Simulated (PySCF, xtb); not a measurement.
Se(SH)(OSiH3) (H₄OSSeSi), SMILES [SiH3]O[Se]S.

xtb with GFN2-xTB at its own geometry gives an orbital gap of 3.22 eV and a dipole moment of 0.41 D.

Coordinates come from a PBE0-D3(BJ)/def2-SVP optimisation. This is a generated structure with no PubChem entry under its InChIKey; it may be hypothetical. One conformer was computed; it need not be the lowest.

Question: What does PBE/def2-TZVP run with PySCF give? (An estimate is asked for; the answer gives what the named calculation found.)

Answer: gap 3.41 eV (levels -5.68 and -2.27 eV), dipole 0.54 D.
